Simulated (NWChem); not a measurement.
System: C$_{6}$H$_{5}$O, doublet; SMILES Oc1[c]cccc1

Output (shortened):

```
             Northwest Computational Chemistry Package (NWChem) 7.3.0
             --------------------------------------------------------

                             Geometry "geometry" -> ""
                             -------------------------

 Output coordinates in angstroms (scale by  1.889725989 to convert to a.u.)

  No.       Tag          Charge          X              Y              Z
 ---- ---------------- ---------- -------------- -------------- --------------
    1 O                    8.0000    -0.18434500    -2.35220900     0.00000000
    2 C                    6.0000    -0.08463700    -0.99649300     0.00000000
    3 C                    6.0000    -1.22873300    -0.19892400     0.00000000
    4 C                    6.0000    -1.24992500     1.17916900     0.00000000
    5 C                    6.0000    -0.00591300     1.85421800     0.00000000
    6 C                    6.0000     1.17948700     1.10363300     0.00000000
    7 C                    6.0000     1.14870100    -0.30056700     0.00000000
    8 H                    1.0000     0.71861000    -2.72119900     0.00000000
    9 H                    1.0000    -2.19628200     1.74432800     0.00000000
   10 H                    1.0000     0.02417500     2.95428700     0.00000000
   11 H                    1.0000     2.15304800     1.61653000     0.00000000
   12 H                    1.0000     2.09090900    -0.87695200     0.00000000

 Effective nuclear repulsion energy (a.u.)     258.5676499066

                                 NWChem DFT Module
                                 -----------------

 Summary of "ao basis" -> "ao basis" (spherical)
 ------------------------------------------------------------------------------
       Tag                 Description            Shells   Functions and Types
 ---------------- ------------------------------  ------  ---------------------
 O                          def2-svp                 6       14   3s2p1d
 C                          def2-svp                 6       14   3s2p1d
 H                          def2-svp                 3        5   2s1p

 in cosmo_initialize ...
 calling solv_data for solv:propanol

 solvent parameters
 solvname_short: propanol
 solvname_long:  1-propanol
 dielec:       20.5240
 dielecinf:     1.9182
 nonaqueous SMD model solvent descriptors
 dielec:       20.5240
 sola:          0.3700
 solb:          0.4800
 solc:          0.0000
 solg:         33.5700
 solh:          0.0000
 soln:          1.3850

          ---------------
          -cosmo- solvent
          ---------------
 Cosmo: York-Karplus, doi: 10.1021/jp992097l
 dielectric constant -eps-     =  20.52
 screen = (eps-1)/(eps    )    =   0.95128
 surface charge correction     = lagrangian

   van der Waals surface
 --------------------------

 ---------- ATOMIC COORDINATES (A.U.) ------------ VDWR(ANG.) --
     1   -0.34836154   -4.44503048    0.00000000     1.628
     2   -0.15994074   -1.88309872    0.00000000     1.850
     3   -2.32196868   -0.37591185    0.00000000     1.850
     4   -2.36201576    2.22830630    0.00000000     1.850
     5   -0.01117395    3.50396394    0.00000000     1.850
     6    2.22890724    2.08556396    0.00000000     1.850
     7    2.17073013   -0.56798927    0.00000000     1.850
     8    1.35797599   -5.14232047    0.00000000     1.200
     9   -4.15037117    3.29630195    0.00000000     1.200
    10    0.04568413    5.58279292    0.00000000     1.200
    11    4.06867076    3.05479875    0.00000000     1.200
    12    3.95124508   -1.65719899    0.00000000     1.200
 number of segments per atom =        128
 number of   points per atom =        128
 atom (   nspa,  nppa )
 ----------------------
    1 (     70,     0 )       0
    2 (     36,     0 )       0
    3 (     58,     0 )       0
    4 (     48,     0 )       0
    5 (     44,     0 )       0
    6 (     50,     0 )       0
    7 (     46,     0 )       0
    8 (     60,     0 )       0
    9 (     56,     0 )       0
   10 (     54,     0 )       0
   11 (     54,     0 )       0
   12 (     56,     0 )       0
 number of -cosmo- surface points =      632
 molecular surface =    125.694 angstrom**2
 molecular volume  =    104.479 angstrom**3
 -lineq- algorithm             =   0
 -bem- low  level              =   3
 -bem- from -octahedral-
 gaussian surface charge width =   4.50000
 degree of switching           =   1.00000
 switching function tolerance  =   0.00010
 atomic radii =
 --------------
    1  8.000  1.628
    2  6.000  1.850
    3  6.000  1.850
    4  6.000  1.850
    5  6.000  1.850
    6  6.000  1.850
    7  6.000  1.850
    8  1.000  1.200
    9  1.000  1.200
   10  1.000  1.200
   11  1.000  1.200
   12  1.000  1.200
 ...... end of -cosmo- initialization ......

 nat:                    12
 ixmem:                  7844
 calling mnsol_interface()
 G(SMD-CDS) energy (kcal/mol)  =     0.345
 SMD-CDS SASA (angstrom**2)    =   152.073

            General Information
            -------------------
          SCF calculation type: DFT
          Wavefunction type:  spin polarized.
          No. of atoms     :    12
          No. of electrons :    49
           Alpha electrons :    25
            Beta electrons :    24
          Charge           :     0
          Spin multiplicity:     2
          Use of symmetry is: off; symmetry adaption is: off
          Maximum number of iterations: 150
          AO basis - number of functions:   123
                     number of shells:    57
          Convergence on energy requested:  1.00D-06
          Convergence on density requested:  1.00D-05
          Convergence on gradient requested:  5.00D-04

              XC Information
              --------------
                       M06-2X Method XC Functional
                     Hartree-Fock (Exact) Exchange  0.540
                        M06-2X Exchange Functional  1.000
                      M06-2X Correlation Potential  1.000

[...]

                                COSMO-SMD solvation results
                                ---------------------------

             internal energy in gas <Psi(g)|H|Psi(g)> =      -306.421158105400
         internal energy in solvent <Psi(s)|H|Psi(s)> =      -306.418425994129
                               delta internal energy  =         0.002732111271 (    1.71 kcal/mol)
   total free energy in solvent <Psi(s)|H+V/2|Psi(s)> =      -306.435230209797
 polarization energy contribution <Psi(s)|V/2|Psi(s)> =        -0.016804215668 (  -10.54 kcal/mol)
    total free energy in solvent including G(SMD-CDS) =      -306.434681039541
                       G(SMD-CDS) energy contribution =         0.000549170256 (    0.34 kcal/mol)
     1 M fixed-concentration free energy of solvation =        -0.013522934142 (   -8.49 kcal/mol)

                    DFT Final Alpha Molecular Orbital Analysis
                    ------------------------------------------

 Vector   23  Occ=1.000000D+00  E=-3.255813D-01
              MO Center=  2.8D-02,  4.1D-01,  1.7D-09, r^2= 3.0D+00
   Bfn.  Coefficient  Atom+Function         Bfn.  Coefficient  Atom+Function
  ----- ------------  ---------------      ----- ------------  ---------------
    34      0.331886   3 C  pz               76     -0.309240   6 C  pz
    90     -0.289897   7 C  pz               48      0.257386   4 C  pz
    37      0.227510   3 C  pz               79     -0.217920   6 C  pz
    93     -0.212837   7 C  pz               51      0.180907   4 C  pz
    62     -0.055481   5 C  pz               65     -0.040368   5 C  pz

 Vector   24  Occ=1.000000D+00  E=-3.176967D-01
              MO Center= -1.1D+00, -9.6D-02, -2.1D-09, r^2= 2.5D+00
   Bfn.  Coefficient  Atom+Function         Bfn.  Coefficient  Atom+Function
  ----- ------------  ---------------      ----- ------------  ---------------
    32      0.481927   3 C  px               35      0.324091   3 C  px
    31     -0.282358   3 C  s                33      0.228376   3 C  py
    18     -0.200602   2 C  px               36      0.192770   3 C  py
    60      0.169280   5 C  px               88      0.161752   7 C  px
    30     -0.138104   3 C  s                46     -0.131893   4 C  px

 Vector   25  Occ=1.000000D+00  E=-2.913870D-01
              MO Center= -3.1D-02,  3.7D-02,  3.6D-10, r^2= 3.8D+00
   Bfn.  Coefficient  Atom+Function         Bfn.  Coefficient  Atom+Function
  ----- ------------  ---------------      ----- ------------  ---------------
    62      0.324525   5 C  pz                6      0.291076   1 O  pz
    20     -0.276759   2 C  pz                9      0.255172   1 O  pz
    65      0.252572   5 C  pz               90     -0.239759   7 C  pz
    93     -0.195032   7 C  pz               34     -0.187615   3 C  pz
    23     -0.167736   2 C  pz               48      0.162747   4 C  pz

 Vector   26  Occ=0.000000D+00  E= 1.418941D-02
              MO Center= -5.6D-02,  4.9D-01,  8.9D-10, r^2= 3.5D+00
   Bfn.  Coefficient  Atom+Function         Bfn.  Coefficient  Atom+Function
  ----- ------------  ---------------      ----- ------------  ---------------
    51      0.507185   4 C  pz               93      0.487305   7 C  pz
    79     -0.422525   6 C  pz               37     -0.407802   3 C  pz
    48      0.342583   4 C  pz               90      0.321238   7 C  pz
    34     -0.286625   3 C  pz               76     -0.280893   6 C  pz
    65     -0.072661   5 C  pz               23     -0.067488   2 C  pz

 Vector   27  Occ=0.000000D+00  E= 2.759695D-02
              MO Center=  1.5D-02,  4.0D-01,  2.5D-10, r^2= 3.7D+00
   Bfn.  Coefficient  Atom+Function         Bfn.  Coefficient  Atom+Function
  ----- ------------  ---------------      ----- ------------  ---------------
    65      0.543684   5 C  pz               23      0.500976   2 C  pz
    20      0.400197   2 C  pz               79     -0.372926   6 C  pz
    62      0.348924   5 C  pz               37     -0.266450   3 C  pz
    76     -0.244067   6 C  pz               51     -0.216457   4 C  pz
     9     -0.211479   1 O  pz               34     -0.187373   3 C  pz

 Vector   28  Occ=0.000000D+00  E= 1.075976D-01
              MO Center=  1.3D+00, -1.6D+00,  9.9D-11, r^2= 6.4D+00
   Bfn.  Coefficient  Atom+Function         Bfn.  Coefficient  Atom+Function
  ----- ------------  ---------------      ----- ------------  ---------------
   100      1.016944   8 H  s               120      0.940579  12 H  s
     3     -0.621785   1 O  s                91     -0.614902   7 C  px
   110      0.508455  10 H  s               115      0.492603  11 H  s
    73     -0.484693   6 C  s                17     -0.270520   2 C  s
     7     -0.267039   1 O  px               59     -0.257462   5 C  s

                     DFT Final Beta Molecular Orbital Analysis
                     -----------------------------------------

 Vector   22  Occ=1.000000D+00  E=-4.187786D-01
              MO Center= -4.7D-02,  1.9D-01,  1.2D-09, r^2= 4.2D+00
   Bfn.  Coefficient  Atom+Function         Bfn.  Coefficient  Atom+Function
  ----- ------------  ---------------      ----- ------------  ---------------
     6      0.330462   1 O  pz               62     -0.261084   5 C  pz
     9      0.252115   1 O  pz               48     -0.239555   4 C  pz
    76     -0.239357   6 C  pz               65     -0.155722   5 C  pz
    90     -0.155422   7 C  pz               51     -0.145046   4 C  pz
    79     -0.145582   6 C  pz               34     -0.142373   3 C  pz

 Vector   23  Occ=1.000000D+00  E=-3.158886D-01
              MO Center= -1.4D-02,  4.8D-01,  5.6D-10, r^2= 3.0D+00
   Bfn.  Coefficient  Atom+Function         Bfn.  Coefficient  Atom+Function
  ----- ------------  ---------------      ----- ------------  ---------------
    48      0.330223   4 C  pz               90     -0.315240   7 C  pz
    76     -0.277041   6 C  pz               34      0.246990   3 C  pz
    51      0.243960   4 C  pz               93     -0.235397   7 C  pz
    79     -0.201248   6 C  pz               37      0.169228   3 C  pz
    62      0.044169   5 C  pz                6      0.041510   1 O  pz

 Vector   24  Occ=1.000000D+00  E=-2.855634D-01
              MO Center= -5.6D-02, -6.9D-02, -2.3D-10, r^2= 3.7D+00
   Bfn.  Coefficient  Atom+Function         Bfn.  Coefficient  Atom+Function
  ----- ------------  ---------------      ----- ------------  ---------------
    62      0.305756   5 C  pz               20     -0.303202   2 C  pz
     6      0.297947   1 O  pz                9      0.264179   1 O  pz
    65      0.239613   5 C  pz               34     -0.234937   3 C  pz
    23     -0.193124   2 C  pz               37     -0.181529   3 C  pz
    76      0.178460   6 C  pz               90     -0.173241   7 C  pz

 Vector   25  Occ=0.000000D+00  E=-4.523933D-02
              MO Center= -1.4D+00, -3.3D-01, -3.0D-10, r^2= 2.2D+00
   Bfn.  Coefficient  Atom+Function         Bfn.  Coefficient  Atom+Function
  ----- ------------  ---------------      ----- ------------  ---------------
    35     -0.460541   3 C  px               31      0.436817   3 C  s
    36     -0.375492   3 C  py               32     -0.362936   3 C  px
    21      0.200228   2 C  px               73      0.185731   6 C  s
    33     -0.182795   3 C  py                3     -0.143107   1 O  s
   120     -0.132599  12 H  s               110     -0.130661  10 H  s

 Vector   26  Occ=0.000000D+00  E= 1.940805D-02
              MO Center= -8.0D-02,  3.5D-01,  4.5D-10, r^2= 3.6D+00
   Bfn.  Coefficient  Atom+Function         Bfn.  Coefficient  Atom+Function
  ----- ------------  ---------------      ----- ------------  ---------------
    51      0.525177   4 C  pz               93      0.519986   7 C  pz
    48      0.351414   4 C  pz               90      0.342597   7 C  pz
    23     -0.308808   2 C  pz               65     -0.300996   5 C  pz
    20     -0.252963   2 C  pz               37     -0.250031   3 C  pz
    79     -0.208600   6 C  pz               62     -0.197510   5 C  pz

 Vector   27  Occ=0.000000D+00  E= 3.382597D-02
              MO Center=  7.0D-02,  5.5D-01,  6.4D-10, r^2= 3.6D+00
   Bfn.  Coefficient  Atom+Function         Bfn.  Coefficient  Atom+Function
  ----- ------------  ---------------      ----- ------------  ---------------
    79      0.540473   6 C  pz               65     -0.489729   5 C  pz
    37      0.442352   3 C  pz               23     -0.373107   2 C  pz
    76      0.342892   6 C  pz               62     -0.310427   5 C  pz
    20     -0.291963   2 C  pz               34      0.291213   3 C  pz
     9      0.152429   1 O  pz               93     -0.132271   7 C  pz

   alpha - beta orbital overlaps
   -----------------------------

   alpha      1      2      3      4      5      6      7      8      9     10
    beta      1      2      3      4      5      6      7      8      9     10
 overlap   1.000  1.000  0.992  0.992  0.849  0.848  0.999  1.000  0.997  0.828

   alpha     11     12     13     14     15     16     17     18     19     20
    beta     11     12     13     14     15     16     17     18     19     20
 overlap   0.826  0.999  0.989  0.996  0.972  0.981  0.994  0.998  0.987  0.858

   alpha     21     22     23     24     25     26     27     28     29     30
    beta     21     22     23     25     24     26     27     28     29     30
 overlap   0.879  0.996  0.963  0.936  0.965  0.884  0.884  0.998  0.991  0.995

[...]
```

Level: M06-2X/def2-SVP, spin-unrestricted, SMD on the gas-phase geometry. In the optimisation the excess spin sits in a' (Cs, its own frame). All runs use the structure optimised with PBE-D3(BJ)/def2-SVP, spin-unrestricted. No frequency run checked for a minimum. No stability test was run on the SCF state. Solvent: 1-propanol.

**Question.** Write an input that gives this output.

**Answer.** One answer among several that fit: the input that was run:
```
start job
memory heap 200 mb stack 900 mb global 1100 mb
geometry units angstroms noautosym nocenter noautoz
  O     -0.184345    -2.352209     0.000000
  C     -0.084637    -0.996493     0.000000
  C     -1.228733    -0.198924     0.000000
  C     -1.249925     1.179169     0.000000
  C     -0.005913     1.854218     0.000000
  C      1.179487     1.103633     0.000000
  C      1.148701    -0.300567     0.000000
  H      0.718610    -2.721199     0.000000
  H     -2.196282     1.744328     0.000000
  H      0.024175     2.954287     0.000000
  H      2.153048     1.616530     0.000000
  H      2.090909    -0.876952     0.000000
end
basis spherical
  O library def2-svp
  C library def2-svp
  H library def2-svp
end
dft
  odft
  mult 2
  xc m06-2x
  iterations 150
end
cosmo
  do_cosmo_smd true
  solvent propanol
end
task dft energy
```
